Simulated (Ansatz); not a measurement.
Relaxation of C₃H₈BClS (14 atoms, charge 0, multiplicity 1), to a largest force component of 0.02 eV/Å in at most 50 steps.

Computed with RKS PBE0/6-31G (Ansatz 0.2.0).

```xyz
14
Properties=species:S:1:pos:R:3:forces:R:3
C -0.066 -1.983 0.518 -1.52 2.61 0.42
B 0.443 -0.489 0.186 -0.33 -1.25 0.77
S 2.240 -0.265 -0.250 1.46 0.37 1.06
C -0.461 0.787 0.223 -4.24 -2.34 -1.25
C -0.609 1.456 -1.153 0.00 1.46 0.27
Cl 0.028 1.946 1.461 0.79 1.36 1.46
H -0.885 -2.192 -0.217 0.35 -0.23 0.62
H 0.739 -2.670 0.427 0.51 -0.92 0.10
H -0.530 -1.938 1.576 0.59 -0.39 -1.50
H 2.618 -0.079 1.139 -0.33 -0.16 -1.39
H -1.563 0.434 0.532 2.21 0.73 -0.46
H 0.403 1.865 -1.419 -0.96 -0.33 -0.26
H -1.019 0.776 -1.925 0.43 0.09 0.29
H -1.352 2.323 -1.069 1.04 -1.00 -0.12
```

Task: Where does it end, and by what steps?

Result: It converged. Limits of this set-up: no polarisation functions. After 17 steps the energy has fallen by 1.381 eV; S3 moved furthest, 1.00 Å.

```
step  energy less start (eV)  largest force component (eV/Å)  accepted
   0                  0.0000                           4.239       yes
   1                 -0.5477                           1.107       yes
   2                 -0.6630                           0.745       yes
   3                 -0.7246                           0.445       yes
   4                 -0.7975                           1.181       yes
   5                 -0.9230                           1.284       yes
   6                 -1.0985                           0.843       yes
   7                 -1.2407                           1.051       yes
   8                 -1.3045                           0.529       yes
   9                 -1.3479                           0.484       yes
  10                 -1.3612                           0.193       yes
  11                 -1.3695                           0.097       yes
  12                 -1.3742                           0.222       yes
  13                 -1.3769                           0.139       yes
  14                 -1.3797                           0.098       yes
  15                 -1.3802                           0.041       yes
  16                 -1.3807                           0.025       yes
  17                 -1.3810                           0.020       yes
```

```xyz
14
Properties=species:S:1:pos:R:3
C -0.173 -1.896 0.198
B 0.537 -0.517 0.433
S 2.338 -0.522 0.709
C -0.346 0.795 0.376
C -0.672 1.198 -1.061
Cl 0.445 2.295 1.229
H -0.975 -1.835 -0.548
H 0.512 -2.698 -0.091
H -0.652 -2.202 1.141
H 2.518 0.817 0.969
H -1.269 0.657 0.949
H 0.239 1.415 -1.626
H -1.201 0.379 -1.564
H -1.312 2.084 -1.084
```

Whether the end is a true minimum wasn't checked by a vibrational analysis.

The run took 2 min on 1 thread of Arm Neoverse V1 (shared host), peak memory 0.2 GiB.
